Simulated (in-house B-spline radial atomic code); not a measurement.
## Ionising As7+ with different functionals

Computed with a radial B-spline atomic code at the basis-set limit: four-component Dirac-Coulomb Hamiltonian, Fermi nucleus of rms radius 4.0968 fm, spin-restricted, spherical fractional occupations for the functionals, and exact exchange of hybrids averaged over the configuration. The ionisation energy is the difference of two self-consistent energies, [Ar] 3d8 → [Ar] 3d7, without Breit or QED terms; ε is the level of the shell that loses the electron (mean over j). The electron is taken from both j subshells in proportion to 2j + 1, so the result is a j average, not the step between ground levels.

```tsv
method	rung	ΔSCF (eV)	-ε(3d) (eV)
B3LYP	global hybrid	184.17	171.65
PBE0	global hybrid	184.05	172.52
LC-wPBE	range-separated hybrid	184.11	173.50
HSE06	range-separated hybrid	183.97	172.02
```

Problem. Among the functionals, which spreads more, the ΔSCF values or the orbital energies?

Solution. The orbital energies: ΔSCF values span about 0.20 eV and the orbital energies 1.85 eV; here energy differences depend much less on the functional than eigenvalues do.

Problem. How do they compare with the NIST value?

Solution. NIST lists 180 eV ± 2.1 (tabulated theory, ground level to ground level). Errors run from +3.97 to +4.17 eV; all lie within about twice that uncertainty, so the table can't rank the methods.
